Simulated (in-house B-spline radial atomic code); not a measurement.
**Ionising W⁷⁺ with different functionals**

Computed with an all-electron radial atomic-structure program (B-spline basis): four-component Dirac-Coulomb Hamiltonian, Fermi nucleus of rms radius 5.3658 fm, spin-restricted, spherical fractional occupations for the functionals. The ionisation energy is the difference of two self-consistent energies, [Xe] 4f13 → [Kr] 4d10 4f14 5s2 5p4, without Breit or QED terms; ε is the level of the shell that loses the electron (mean over j). The two configurations differ by more than the removed electron. The electron is taken from both j subshells in proportion to 2j + 1, so the result is a j average, not the step between ground levels.

Hybrids are left out here: with spherical fractional occupations of an open shell their exact exchange keeps a self-interaction that integer-occupation calculations don't have.

| method | rung | ΔSCF (eV) | -ε(5p) (eV) |
| --- | --- | --- | --- |
| LDA VWN5 | LDA | 147.31 | 137.66 |
| relativistic LDA | LDA | 146.68 | 137.47 |
| LDA PW92 | LDA | 147.30 | 137.65 |
| LDA exchange-only | LDA | 145.73 | 135.75 |
| PBE | GGA | 146.85 | 137.27 |
| PBEsol | GGA | 146.98 | 137.35 |
| BLYP | GGA | 146.85 | 137.09 |
| RPBE | GGA | 146.75 | 137.20 |
| PW91 | GGA | 147.00 | 137.39 |
| BP86 | GGA | 147.06 | 137.42 |
| AM05 | GGA | 146.98 | 137.40 |
| OLYP | GGA | 146.54 | 137.68 |

**Question.** How do they compare with the NIST value?

**Answer.** NIST lists 141 eV ± 1.2 (semi-empirical, ground level to ground level). Errors run from +4.53 to +6.11 eV. The correlated functionals all miss on the same side by more than they spread, so the cause is common to them (Breit-QED terms, spin polarisation, the choice among j levels, multiplet and fine-structure energies, or a listed next ion that isn't the cheapest removal here) and closeness doesn't rank the functionals.
